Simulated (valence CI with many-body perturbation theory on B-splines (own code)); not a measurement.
The numbers below are computed, except where a source is named.
## Sensitivity of CI+MBPT for Ta³³⁺

Level of theory: relativistic CI+MBPT: four valence electrons over a frozen Dirac-Fock core [Kr], radial functions for each j: 6 s, 6 p, 5 d, 5 f, 1 g, with the one-electron correlation potential Σ1 (screened to all orders), the two-electron term Σ2, the three-electron term Σ3, Breit, model QED; selected single and double excitations, second order for the rest, scaled by the run's own slope (own B-spline code, finite nucleus).

No measured spectrum was set against this ion. As an estimate, large intervals hold to a few tenths of a per cent, small ones and those within an open d or f shell to about a per cent. Only levels of the ground parity were solved; by the run's estimate the other parity begins above the list, which can be wrong where configurations are misplaced.

The reference run has the lowest level (4d3/2^4) J=0 and an ionisation energy of 1383.73 eV. Its largest variational space holds 8772 state functions.

Levels are named by their leading jj configuration (3d3/2^4 stands for four electrons in 3d with j = 3/2), which in mixed levels can hold well under half, so a name can repeat and another be missing. Letters in brackets count levels of one name in rising energy.

Changed runs:
A. core polarisation of operators on → off; scale of Σ2 1 → 1.2
B. natural orbitals for correlation on → off
C. logarithmic knot step 0.27 → 0.33
D. scale of Σ1 1 → 2 (bad on purpose)

Excitation energies of the reference run in cm⁻¹, and shifts in cm⁻¹:

```
                    Level  Reference      A      B        C      D
      (4d3/2^3 4d5/2) J=1     106181    +41   -451     -1.0   +697
      (4d3/2^3 4d5/2) J=4     145335   -499    -38     -1.0   +714
      (4d3/2^3 4d5/2) J=2     145849   -237   -155     -1.3   +782
      (4d3/2^3 4d5/2) J=3     157534   -446    +13     -1.2   +764
(4d3/2^2 4d5/2^2) J=0 [a]     240937   +182   -398     -1.5  +1371
(4d3/2^2 4d5/2^2) J=2 [a]     247011   -153   -113     -1.8  +1306
(4d3/2^2 4d5/2^2) J=4 [a]     250371   -301   -452     -1.9  +1405
(4d3/2^2 4d5/2^2) J=3 [a]     254665   -364   -324     -2.0  +1385
    (4d3/2^2 4d5/2^2) J=5     269739   -739   -225     -2.1  +1401
    (4d3/2^2 4d5/2^2) J=1     278978   -243    +69     -2.0  +1409
    (4d3/2^2 4d5/2^2) J=6     280649   -962   -158     -2.1  +1417
(4d3/2^2 4d5/2^2) J=3 [b]     292923   -703   +258     -2.2  +1380
   Ionisation energy (eV)    1383.73  +0.47  -0.14  -0.0036  +2.73
```
